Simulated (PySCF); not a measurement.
# Distorted geometries of [Eu(NH3)2]3+

[Eu(NH3)2]3+ (singlet in the valence; each metal's 4f electrons, 6 of them, lie in its core potential, out of spins and levels). PySCF 2.14.0, RKS PBE, Eu lcecp-1-SVP with ECP52, N def2-SVP, H def2-SVP; non-relativistic Hamiltonian with scalar-relativistic core potentials where named; density fitting; no spin-orbit coupling. Relaxed geometry:

```xyz
9

Eu   -0.6338   -0.9827    0.0001
N     0.1044    0.1612    1.9860
H     1.0019    0.7020    1.9148
H    -0.5613    0.8734    2.3794
H     0.2782   -0.4638    2.8133
N     0.1022    0.1621   -1.9862
H     1.0658   -0.0819   -2.3282
H    -0.4891   -0.0126   -2.8377
H     0.1347    1.2107   -1.9415
```

Problem. Order these distorted geometries by energy above the relaxed one, lowest first.
A.
```xyz
9

Eu   -0.8557   -1.0874    0.0066
N    -0.0047    0.2007    1.9189
H     1.0450    0.7318    2.0380
H    -0.1794    0.7608    2.5441
H     0.3858   -0.4836    2.6587
N     0.1128    0.1805   -1.8707
H     1.0798    0.0915   -2.5332
H    -0.6627    0.0841   -2.7988
H     0.0821    1.0901   -1.9635
```
B.
```xyz
9

Eu   -0.7416   -0.9920   -0.0456
N     0.0158    0.0785    2.1993
H     0.8822    0.6932    1.7764
H    -0.3846    0.8932    2.5268
H     0.2900   -0.4919    2.8860
N     0.1131    0.2564   -2.0681
H     1.2055   -0.1432   -2.3203
H    -0.5513    0.0606   -2.9938
H     0.1739    1.2138   -1.9607
```
C.
```xyz
9

Eu   -0.5684   -0.9427   -0.0143
N     0.0990    0.1133    2.0059
H     0.9740    0.7096    1.9305
H    -0.6165    0.9223    2.3476
H     0.2794   -0.4786    2.8314
N     0.0776    0.1184   -2.0104
H     1.0557   -0.0462   -2.3285
H    -0.4170   -0.0440   -2.8152
H     0.1192    1.2165   -1.9469
```

Solution. C (0.42 eV), B (1.75 eV), A (3.52 eV).

Problem. Which forces (eV/Å) act in the one that lies 3.52 eV up?

Solution. 
```
Eu   0.75  1.16  0.04
N    7.95 -8.22 -6.96
H   -1.66 -1.20 -2.06
H   -5.71  9.37  9.27
H   -0.74 -0.67 -0.74
N   -0.31 -7.58 -4.60
H   -2.13 -0.61  2.04
H    2.07 -0.37  2.41
H   -0.24  8.11  0.60
```
Forces carry noise of the integration grid, about 0.01 to 0.03 eV/Å.

No frequency check is given that shows the relaxed geometry to be a minimum, and it was reached by following one of several unstable modes of a saddle point. An lcecp potential fixes the number of 4f electrons, so in runs with it no electron can move into or out of that shell.
